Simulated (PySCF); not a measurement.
Species: 1-indanone, C9H8O.
Geometry (PBE0-D3(BJ)/def2-SVP, Å), atoms numbered from 1 in this order:
```xyz
18
C9H8O angstrom
O     -1.3212    2.4076   -1.2897
C     -1.2040    1.2986   -0.8292
C     -2.3304    0.2883   -0.6180
C     -1.6870   -0.9697   -0.0180
C     -0.2209   -0.6352    0.0968
C      0.8233   -1.4233    0.5806
C      2.1135   -0.8948    0.5902
C      2.3718    0.4032    0.1256
C      1.3342    1.1918   -0.3579
C      0.0465    0.6552   -0.3642
H     -2.8258    0.1074   -1.5845
H     -3.0913    0.7429    0.0353
H     -1.8347   -1.8583   -0.6527
H     -2.1060   -1.2243    0.9689
H      0.6394   -2.4369    0.9462
H      2.9406   -1.5023    0.9665
H      3.3933    0.7898    0.1462
H      1.4979    2.2067   -0.7281
```

All values: CAM-B3LYP/def2-SVPD (PySCF, non-relativistic), on one gas-phase PBE0-D3(BJ)/def2-SVP geometry that isn't relaxed in the solvent. The solvent is an IEF-PCM continuum (Bondi radii, 1.10 Å for H, scaled by 1.2), and excitations are vertical TDDFT with non-equilibrium linear response and a frozen core. Only the electrostatic response of the medium enters.

Gas-phase singlets (H = HOMO, L = LUMO):

```json
{"state": "S1", "E (eV)": "3.964", "λ (nm)": "313", "f": "0.000", "leading configurations": "H-1→L 88%, H-1→L+5 9%"}
{"state": "S2", "E (eV)": "4.949", "λ (nm)": "251", "f": "0.046", "leading configurations": "H→L 75%, H-2→L+1 16%"}
{"state": "S3", "E (eV)": "5.505", "λ (nm)": "225", "f": "0.165", "leading configurations": "H-2→L 80%, H→L+1 12%"}
{"state": "S4", "E (eV)": "6.300", "λ (nm)": "197", "f": "0.000", "leading configurations": "H-1→L+1 96%"}
{"state": "S5", "E (eV)": "6.519", "λ (nm)": "190", "f": "0.386", "leading configurations": "H→L+1 70%, H-2→L 14%"}
```

Question: Give the list for tetrahydrofuran (ε = 7.426), n² = 1.97.

Answer: 
| state | E (eV) | λ (nm) | f | leading configurations | change by rank (eV) |
| --- | --- | --- | --- | --- | --- |
| S1 | 4.119 | 301 | 0.000 | H-2→L 89%, H-2→L+5 8% | +0.155 |
| S2 | 4.854 | 255 | 0.083 | H→L 84%, H-1→L+1 12% | -0.095 |
| S3 | 5.377 | 231 | 0.256 | H-1→L 89% | -0.128 |
| S4 | 6.401 | 194 | 0.548 | H→L+1 86% | +0.101 |
| S5 | 6.462 | 192 | 0.444 | H-1→L+1 78%, H→L 12% | -0.057 |

Question: How does the list change in dichloromethane (ε = 8.93)?

Answer: 
```json
{"state": "S1", "E (eV)": "4.125", "λ (nm)": "301", "f": "0.000", "leading configurations": "H-2→L 89%, H-2→L+5 8%", "change by rank (eV)": "+0.161"}
{"state": "S2", "E (eV)": "4.850", "λ (nm)": "256", "f": "0.085", "leading configurations": "H→L 84%, H-1→L+1 12%", "change by rank (eV)": "-0.099"}
{"state": "S3", "E (eV)": "5.372", "λ (nm)": "231", "f": "0.260", "leading configurations": "H-1→L 89%", "change by rank (eV)": "-0.133"}
{"state": "S4", "E (eV)": "6.397", "λ (nm)": "194", "f": "0.553", "leading configurations": "H→L+1 87%", "change by rank (eV)": "+0.097"}
{"state": "S5", "E (eV)": "6.458", "λ (nm)": "192", "f": "0.444", "leading configurations": "H-1→L+1 78%, H→L 12%", "change by rank (eV)": "-0.061"}
```

Question: How do the frontier levels move from gas to dichloromethane?

Answer: 
```
orbital  gas (eV)  solvent (eV)  change (eV)
 LUMO+2      1.26          1.47        +0.21
 LUMO+1      0.48          0.62        +0.14
   LUMO     -0.60         -0.61        -0.01
   HOMO     -8.65         -8.54        +0.11
 HOMO-1     -8.66         -8.82        -0.16
 HOMO-2     -8.88         -8.86        +0.02
 HOMO-3    -11.19        -11.11        +0.08
```

The HOMO–LUMO gap goes from 8.04 to 7.92 eV. Rows go by rank; for HOMO-2, HOMO-1, HOMO and LUMO+2 the atom shares or the degeneracy differ between the runs, so the row needn't follow one orbital.

Hardware: one thread, Intel Xeon Platinum 8488C (x86_64), no GPU, shared host with 192 logical CPUs at a one-minute load of 17. Cost: 67 s of wall time, 1.5 GiB resident at most. This is the whole response run at CAM-B3LYP/def2-SVPD in dichloromethane, SCF included.
